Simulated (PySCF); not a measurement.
# Ne+: ionisation energy

Ne+ [He] 2s2 2p5 (2P) → Ne(2+) [He] 2s2 2p4 (3P), as a difference of total energies. All numbers are calculated (PySCF 2.14, scalar relativity by spin-free X2C-1e, in x2c-SVPall). Correlated levels: valence: 1s2 frozen. The calculations carry no spin-orbit coupling.

```tsv
method	ionisation energy (eV)	error (eV)
UHF	39.526	-1.437
LDA	41.662	+0.699
B3LYP	41.510	+0.547
MP2 (valence)	40.640	-0.323
SCS-MP2 (valence)	40.586	-0.377
CCSD (valence)	40.582	-0.381
CCSD(T) (valence)	40.593	-0.370
```

Reference: 40.963 eV (measured; NIST Atomic Spectra Database, ionization energies).

Errors of the correlated levels include the incompleteness of this basis and the frozen core.
